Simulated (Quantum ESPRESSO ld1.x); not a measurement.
Task: The aim is neutral nickel in [Ar] 3d8 4s2. This ld1.x (Quantum ESPRESSO 7.5) run was made with `OMP_NUM_THREADS=1 ld1.x < ld1.in > ld1.out`. Can the result be used? Name any fault.

```
 &input
    zed=28.0,
    iswitch=1,
    rel=1,
    dft='PBE',
    config='[Ar] 3d8 4s2',
    rmax=3.0,
    prefix='ld1',
    max_out_wfc=37,
    file_charge='ld1.rho',
 /
```

Output (excerpt):

```
     Program LD1 v.7.5 starts

     --------------------------- All-electron run ----------------------------

     scalar relativistic calculation

     atomic number is 28.00
     dft =PBE   lsd =0 sic =0 latt =0  beta=0.20 tr2=1.0E-14
     Exchange-correlation= PBE
                           (   1   4   3   4   0   0   0)
     mesh =1555 r(mesh) =   3.00355 a.u. xmin = -8.00 dx = 0.00800
     1 Ry =  13.60569312 eV, c = 137.03599908

     n l     nl                  e(Ry)          e(Ha)          e(eV)
     1 0     1S 1( 2.00)      -603.1600      -301.5800     -8206.4098
     2 0     2S 1( 2.00)       -71.7507       -35.8754      -976.2183
     2 1     2P 1( 6.00)       -61.6693       -30.8347      -839.0542
     3 0     3S 1( 2.00)        -7.7544        -3.8772      -105.5044
     3 1     3P 1( 6.00)        -4.8404        -2.4202       -65.8565
     3 2     3D 1( 8.00)        -0.2634        -0.1317        -3.5833
     4 0     4S 1( 2.00)        -0.1760        -0.0880        -2.3945

     final scf error:  1.1E-15 reached in 186 iterations

     Etot =   -3040.944083 Ry,   -1520.472042 Ha,  -41374.152002 eV

     Ekin =    3085.136467 Ry,    1542.568234 Ha,   41975.420015 eV
     Encl =   -7311.201645 Ry,   -3655.600822 Ha,  -99473.965937 eV
     Eh   =    1312.031094 Ry,     656.015547 Ha,   17851.092430 eV
     Exc  =    -126.910000 Ry,     -63.455000 Ha,   -1726.698510 eV
```

Result: No (inaccurate). The line at issue: rmax=3.0. The mesh cuts the orbital tails; the run ends without a warning, but the energy is off by +0.06584 hartree against the default mesh. The sound input gives -1520.538 hartree.
